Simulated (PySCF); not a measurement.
**Cl3GeH3Si: core ionisation energies**

Ge(SiH3)Cl3.
Bonds: Ge1–Si2, Ge1–Cl6, Ge1–Cl7, Ge1–Cl8. Hydrogens: H3, H4, H5 on Si2.

Theory: delta-SCF UKS SCAN, pcX-2 on the ionised atom, pcseg-1 elsewhere, spin-free X2C (PySCF 2.14.0). Binding energies are ΔSCF values: E(core-ionised, relaxed orbitals) − E(ground state) at a fixed geometry, referred to the vacuum level.

Give the core binding energies atom by atom.

```json
{"atom(s)": "Cl6/Cl7/Cl8", "bonded to": "Ge", "level": "Cl 1s", "binding energy (eV)": "2828.46", "2p1/2 (eV)": "–", "count": "3"}
{"atom(s)": "Si2", "bonded to": "3 H and Ge", "level": "Si 1s", "binding energy (eV)": "1847.38", "2p1/2 (eV)": "–", "count": "1"}
{"atom(s)": "Cl6/Cl7/Cl8", "bonded to": "Ge", "level": "Cl 2p3/2", "binding energy (eV)": "205.86", "2p1/2 (eV)": "207.52", "count": "3"}
{"atom(s)": "Si2", "bonded to": "3 H and Ge", "level": "Si 2p3/2", "binding energy (eV)": "107.66", "2p1/2 (eV)": "108.28", "count": "1"}
```

Give the binding energy of Cl 2p3/2 of Cl6/Cl7/Cl8 in hartree and in kJ/mol.

205.86 eV = 7.5652 Eh = 19862 kJ/mol.

One atom of each set of topologically equivalent atoms was ionised and stands for the set; in this conformer not all members are related by symmetry, and their own values weren't computed. 2p3/2 and 2p1/2 are the ΔSCF energy of one spin-free 2p hole plus the eigenvalues of a spin–orbit and ligand-field matrix of the shell. 2p1/2 minus 2p3/2 (ligand field included): Si 0.62 eV, Cl 1.65 eV. No level of germanium is listed. Geometry: PBE0-D3(BJ)/def2-SVP; no solvent, vibrations or thermal averaging.
